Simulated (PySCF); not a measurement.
**C₆ coefficients of unlike pairs at PBE0**

Calculated with PySCF 2.14 from the dipole response of each species, C₆(A,B) = (3/π) ∫ α_A(iu) α_B(iu) du, in atomic units, from isotropic polarisabilities. For ions this is the dispersion term alone; charge-induced terms of lower order in 1/R come first.

```csv
species,configuration,basis,relativity,α (bohr³),C₆ (like pair)
C,[He] 2s2 2p2 (3P),aug-cc-pVTZ-DK (5s4p3d2f),spin-free X2C,12.54,50.45
Rh,[Kr] 4d8 5s1 (4F),aug-cc-pwCVTZ-DK (11s10p8d4f3g),spin-free X2C,58.20,502.9
B,[He] 2s2 2p1 (2P),aug-cc-pCVQZ-DK (9s8p6d4f2g),spin-free X2C,22.61,110.0
C²⁺,[He] 2s2 (1S),dyall-av3z (15s9p3d2f),spin-free X2C,4.269,6.602
```

(1) Estimate C₆ for C²⁺ with B.

No spin-orbit coupling is included.

The other pairs:

```
   pair     C₆
  Rh, C  153.1
   B, C  73.11
C²⁺, Rh  54.75
  B, Rh  232.2
 C²⁺, C  18.23
```

Answers

(1) The integral gives 26.19. The combination rule 2 C_A C_B / (C_A α_B/α_A + C_B α_A/α_B) gives 26.06 and the geometric mean 26.95.
